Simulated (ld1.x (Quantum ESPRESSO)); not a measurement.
# PBE TM dataset for O (Z = 8), scalar-relativistic all-electron reference.

```
Element                 : oxygen (O)
Generator               : ld1.x (Quantum ESPRESSO) 7.5
Type                    : norm-conserving Troullier–Martins (Kleinman–Bylander form)
Functional              : PBE
Relativity              : scalar-relativistic
Frozen core             : [He]
Valence charge          : 6
Reference configuration : 2s2 2p3 (charge +1)
Partial waves           : 2s (bound): rc 0.85 bohr; 3d channel at 0.25 Ry: rc 1.20 bohr; 2p (bound): rc 1.45 bohr
Local potential         : the p channel
Core correction         : Bessel-smoothed model core, default radius (core density twice the valence density)
```

- Cutoffs needed: 80 Ry and 180 Ry (the cutoffs (Ry, on a coarse ladder) from which the occupation-weighted sum of valence levels, in a spherical-Bessel basis at the reference potential, stays within 10 and 1 mRy of its value at 400 Ry)
- Ghost test: no extra level below or beside the all-electron valence levels (s, d, p, f tested) (spherical-Bessel basis up to 400 Ry, 20 bohr box)
- Largest excitation error: +1525 meV (all-electron minus pseudo) for 2s2 2p0, out of 7 test configurations
